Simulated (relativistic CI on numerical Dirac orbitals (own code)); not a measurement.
# Nd42+: sensitivity of the levels to the model

Base calculation: Dirac-Coulomb-Breit CI, separate exchange-only KLI orbitals for each configuration, QED by a radiative potential, unscaled Slater integrals.

Configurations in the expansion (outside the closed core [Ne]): 3s2 3p6, 3s2 3p5 3d, 3s 3p6 3d, 3s2 3p5 4s, 3s2 3p5 4p, 3s2 3p5 4d, 3p6 3d 4p, 3s 3p6 4s, 3p6 3d2, 3p5 3d3, 3p5 3d2 4s, 3p5 3d2 4p, 3p5 3d2 4d, 3p6 3d 4s, 3p5 3d 4s2, 3p5 3d 4s 4p, 3p5 3d 4s 4d. Double excitations out of closed p, d and f shells are left out; levels of such configurations are missing from the list, as are those of other unlisted configurations, and high levels can miss mixing partners.

The lowest level and the first level of each name with at least 55 % of one term (blank where a level has no safe partner in the second run):

| Level | Base (eV) | Shift (eV) |
| --- | --- | --- |
| 3s2 3p6 1S_0 | 0.00 | 0.00 |
| 3s2 3p5 3d 3P°_0 | 180.06 | +0.65 |
| 3s2 3p5 3d 3P°_1 | 187.34 | +0.97 |
| 3s2 3p5 3d 3F°_3 | 192.51 | +1.16 |
| 3s2 3p5 3d 3F°_4 | 215.62 | +2.12 |
| 3s2 3p5 3d 3D°_3 | 228.73 | +1.85 |
| 3s2 3p5 3d 3F°_2 | 316.29 | +2.68 |
| 3s2 3p5 3d 1P°_1 | 349.74 | +2.42 |
| 3s 3p6 3d 3D_1 | 476.44 | +0.71 |
| 3s 3p6 3d 3D_2 | 480.82 | +0.91 |
| 3s 3p6 3d 3D_3 | 505.15 | +1.78 |
| 3s 3p6 3d 1D_2 | 516.60 | +1.62 |
| 3p6 3d2 3F_2 | 965.33 | +1.58 |
| 3p6 3d2 3P_0 | 982.98 | +1.22 |
| 3p6 3d2 3F_3 | 991.25 | +2.52 |
| 3p6 3d2 3P_1 | 1003.53 | +2.03 |
| 3p6 3d2 1S_0 | 1051.49 | +2.53 |
| 3p5 3d3 5D°_0 | 1150.72 | +1.97 |
| 3p5 3d3 3I°_7 | 1207.63 | +5.46 |

At this charge energies of transitions that change n are usually good to better than 1 %, and those within a shell (Δn = 0) to a few per cent.

One thing was changed in a second run, which moved the levels as shown. Which?
A. QED terms removed
B. valence Slater integrals scaled by 0.9
C. Breit term removed
D. configuration mixing switched off

C. Breit term removed. The Breit term mainly narrows fine-structure intervals, so removing it widens them.

LS names give the leading component of a level, which can be under half, so a name can repeat, a term be missing and a line seem to break the LS rules.
